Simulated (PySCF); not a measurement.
Cartesian coordinates in Å; atom numbers follow the order of the lines, from 1:
```xyz
6

S     1.309   -0.997   -0.599
Si   -0.416    0.026    0.096
Cl   -2.008   -0.956   -0.737
Cl   -0.428    1.990   -0.512
H     2.159   -0.180    0.067
H    -0.547    0.025    1.572
```

Geometry: PBE0-D3(BJ)/def2-SVP; GIAO absolute shieldings from PySCF, gas phase, non-relativistic, averaged over equivalent atoms.

At WP04/pcSseg-2 (200 basis functions, 9 s wall time on 1 thread of an x86-64 server CPU, shared host):
| atoms | σ (ppm) |
| --- | --- |
| S1 | 584.5 |
| Si2 | 310.5 |
| Cl3/Cl4 | 822.5 |
| H6 | 25.82 |
| H5 | 30.81 |

Predict the values at B3LYP/pcSseg-2 on the same geometry.

Results:


```csv
atoms,σ at B3LYP/pcSseg-2,change
S1,602.5,+18.0
Si2,305.5,-5.0
Cl3/Cl4,807.2,-15.3
H6,25.02,-0.80
H5,30.31,-0.50
```

The largest change is at S1 (sulfur bonded to Si, H). Cost: 200 basis functions, 22 s wall time on 1 thread of an x86-64 server CPU, shared host.
